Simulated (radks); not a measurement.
The terbium ion Tb+, configuration [Xe] 4f7 6s1 6p2 (not the ground configuration).

Calculated with a radial shooting solver on a logarithmic mesh with Libxc functionals: scalar-relativistic Kohn-Sham, PBE, spin-polarised, spherical densities, finite nucleus; open shells are filled with parallel spins first (spin-orbit coupling, left out, can overturn this in heavy ions); Fermi nuclear charge, rms radius 5.06 fm.

Energy parts (eV):
part                      energy
total                 -318572.71
kinetic                342836.49
electron-nucleus      -776825.06
Hartree                122357.34
exchange-correlation    -6941.47

Orbitals (lengths in bohr, moments of r in powers of bohr; <r^-3> diverges for s and p1/2; r(max) is where P^2 peaks; r(90%) holds 90 % of the orbital's charge):
orbital  occ.  eigenvalue (eV)   r(max)  <r^-3>  r(90%)
1s up       1        -51878.64  0.01364       -  0.0389
1s down     1        -51878.60  0.01364       -  0.0389
2s up       1        -8623.786  0.07750       -   0.142
2s down     1        -8623.705  0.07750       -   0.142
2p up       3        -7666.607  0.06280   12100   0.132
2p down     3        -7666.538  0.06280   12100   0.132
3s up       1        -1937.628   0.2198       -   0.351
3s down     1        -1934.653   0.2197       -   0.351
3p up       3        -1642.379   0.2159    2552   0.356
3p down     3        -1639.415   0.2157    2559   0.356
3d up       5        -1257.117   0.1765   342.9   0.337
3d down     5        -1254.844   0.1764   343.9   0.337
4s up       1        -409.5877   0.5043       -   0.775
4s down     1        -402.9101   0.5042       -   0.775
4p up       3        -312.0349   0.5263   575.8   0.830
4p down     3        -305.4295   0.5261   574.3   0.831
4d up       5        -178.0234   0.5452   65.20   0.927
4d down     5        -171.5049   0.5450   64.87   0.930
5s up       1         -70.0076    1.152       -    1.81
5s down     1         -66.6849    1.166       -    1.84
5p up       3         -45.0667    1.291   88.27    2.11
5p down     3         -42.5287    1.311   82.92    2.15
4f up       7         -31.8265   0.5430   9.556    1.30
4f down     0         -25.8398   0.5456   9.227    1.36
6s up       1         -13.7946    2.922       -    4.55
6s down     0         -11.5338    2.870       -    4.43
6p up       2          -9.0269    3.481   11.07    5.51

The highest occupied level is 6p up at -9.027 eV. The configuration is held as typed, so some empty levels lie below it. The electron density at the nucleus is 7.204e+05 e/bohr^3 (large components only). Spin moment in Bohr magnetons: 10.
